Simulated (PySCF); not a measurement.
Isomers of CH6OSi2. Gas-phase values, no solvent. One relaxed conformer stands for each flexible species; it need not be the lowest. Strings in code marks are SMILES.

Quantity: vertical ionisation energy (energy after one electron is removed minus that of the parent at the parent's geometry), in eV.

Level 1: PBE-D3(BJ)/def2-TZVP // B3LYP-D3(BJ)/def2-TZVP (PySCF)
Level 2: B3LYP/6-31G* // B3LYP-D3(BJ)/def2-TZVP (PySCF)
Level 3: PBE/6-31G* // B3LYP-D3(BJ)/def2-TZVP (PySCF)
Level 4: minus the HOMO energy of HF/STO-3G // B3LYP-D3(BJ)/def2-TZVP (PySCF)

```tsv
species	level 1	level 2	level 3	level 4
`[SiH2]=CO[SiH3]` (Si–C–O–Si torsion 0°)	7.91	7.83	7.81	4.28
`[SiH3][C@@H]1O[SiH2]1`	(withheld)	9.64	9.45	7.49
`O=C[SiH2][SiH3]` (O–C–Si–Si torsion 94°)	8.95	(withheld)	8.81	7.64
`C=[Si](O)[SiH3]` (Si–Si–O–H torsion 180°)	8.10	(withheld)	(withheld)	5.12
`C/[SiH]=[SiH]/O` (Si–Si–O–H torsion 129°)	7.44	7.40	7.36	(withheld)
```

Q: Fill in the missing entries.

A: 
- `[SiH3][C@@H]1O[SiH2]1`, level 1: 9.56
- `O=C[SiH2][SiH3]` (O–C–Si–Si torsion 94°), level 2: 9.08
- `C=[Si](O)[SiH3]` (Si–Si–O–H torsion 180°), level 2: 7.89
- `C=[Si](O)[SiH3]` (Si–Si–O–H torsion 180°), level 3: 7.90
- `C/[SiH]=[SiH]/O` (Si–Si–O–H torsion 129°), level 4: 3.80
